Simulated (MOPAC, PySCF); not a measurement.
Br4Si, SMILES `Br[Si](Br)(Br)Br`, neutral singlet in the gas phase. 

Cartesian coordinates (Å):
```xyz
5

Br    -1.1060    -1.5542    -1.1139
Si     0.0000     0.0000     0.0000
Br    -1.0959     1.9140    -0.1223
Br     2.0113     0.2457    -0.8796
Br     0.1906    -0.6055     2.1158
```
Charge 0, multiplicity 1.

All levels are single points at this geometry (B3LYP-D3(BJ)/def2-TZVP); Pople sets use spherical d functions. Orbital energies aren't observables, and empty levels follow the basis.

B3LYP/6-31G* in PySCF gives dipole (D) = 0.00.

### Question
Estimate the dipole (D) from each of these levels: B3LYP-D3(BJ)/def2-TZVP in PySCF; PBE-D3(BJ)/def2-TZVP in PySCF; B3LYP/LANL2DZ in PySCF; M06-2X/6-31G* in PySCF; SVWN5/6-31G* in PySCF; HF/STO-3G in PySCF; AM1 in MOPAC; PM3 in MOPAC.

### Answer

```csv
level,dipole (D)
B3LYP-D3(BJ)/def2-TZVP in PySCF,0.00
PBE-D3(BJ)/def2-TZVP in PySCF,0.00
B3LYP/LANL2DZ in PySCF,0.00
M06-2X/6-31G* in PySCF,0.00
SVWN5/6-31G* in PySCF,0.00
HF/STO-3G in PySCF,0.00
AM1 in MOPAC,0.00
PM3 in MOPAC,0.00
```
